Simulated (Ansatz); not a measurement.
PBE exchange is replaced step by step with exact exchange (0 % is PBE, 25 % PBE0; no dispersion term), basis def2-TZVP, Ansatz. System: Mg₃N₂⁺. The state is a doublet with charge 1. Geometry: PBE-D4/def2-SVP, each spin state at its own.

Left out: 25, 35, 50 %, where a state is spin-contaminated, unstable or flagged.

The relaxed quartet has other bonds than the doublet, so its gap is one between isomers.

Geometry of the doublet:

```xyz
5

Mg    2.1652    0.3928    0.6936
Mg   -1.3784   -1.6441   -1.5296
Mg   -0.3054    1.8291    1.3728
N     0.2682   -0.5848   -0.4080
N    -0.7495    0.0070   -0.1287
```

At PBE with 15 % exact exchange/def2-TZVP the charge 1 doublet is spin-contaminated (final ⟨S²⟩ up to 0.89, 0.75 for a pure state). The structure comes from a short search, and lower isomers may exist.

HOMO and LUMO are taken over both spins.

```
exact exchange (%)  HOMO (eV)  LUMO (eV)  gap (eV)   ⟨S²⟩  quartet − doublet (kJ/mol)
                 0      -8.36      -7.10      1.26  0.762                        48.4
                 5      -8.48      -6.91      1.57  0.773                        43.8
                10      -8.58      -6.72      1.87  0.808                        38.9
                15      -8.69      -6.56      2.12  0.887                        34.0
```
